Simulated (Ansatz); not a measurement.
**A barrier at the coupled-cluster level**

Start structure (TiH2F4, closed shell), relaxed at PBE0-D4/def2-TZVP:

```
7
angstrom
Ti -0.8714 0.6225 0.0849
F 0.5269 0.9811 -0.8863
F -2.2725 0.5107 -0.9399
F -1.1069 1.8936 1.2488
F -0.6437 -0.8877 0.9179
H 2.3297 -1.3099 -0.4481
H 2.0378 -1.8104 0.0227
```

The step: TiF₄ ([F][Ti]([F])([F])[F]) + H₂ → TiHF₃ ([F][TiH]([F])[F]) + HF (still joined by a long Ti–F bond); bonds formed: Ti1–H7, F2–H6; bonds broken: H6–H7; bonds weakened to dative contacts: Ti1–F2. Program: Ansatz 0.2.0. Basis: def2-TZVPP and def2-QZVPP. Cores are frozen in the correlated methods. Extrapolation: Hartree–Fock as exp(−7.88 √X), correlation as X^−2.97. Energies below are by CCSD(T) at an estimated basis limit (MP2 extrapolated from triple and quadruple zeta, plus CCSD(T) − MP2 in triple zeta).

Question: What are the electronic barrier and the energy of the step, from the start structure to the end structure? (To be estimated.)

Answer: By the calculation: Barrier 42.24 kcal/mol; step energy 36.95 kcal/mol (uphill); reverse barrier, their difference, 5.29 kcal/mol. Barrier and step energy count from the start structure, the reverse barrier from the end structure.

The saddle point: One imaginary mode of 578i cm⁻¹.
```csv
pair,start (Å),saddle (Å),end (Å)
Ti1–H7,3.79,1.82,1.69
F2–H6,2.95,1.08,0.93
Ti1–F2,1.74,2.09,2.41
H6–H7,0.75,1.11,2.20
```

Zero-point energy (harmonic, PBE0-D4): ZPE is 13.07 kcal/mol at the start and 14.81 kcal/mol at the saddle, so the barrier goes from 42.24 to 43.97 kcal/mol.

The T1 diagnostic stays at or below 0.024.

Labels in which every atom is bracketed show which atoms are joined, not bond orders.

For scale, one of the runs: CCSD(T)/def2-TZVPP, 216 basis functions, launched by `ansatz run in.yaml --threads 8 --pin off --events-out ev --progress --plain --max-ram 19148MiB`. Hardware: 8 CPU threads of an Arm Neoverse V1, shared host. Wall time 110 s; peak host memory 3.9 GiB.
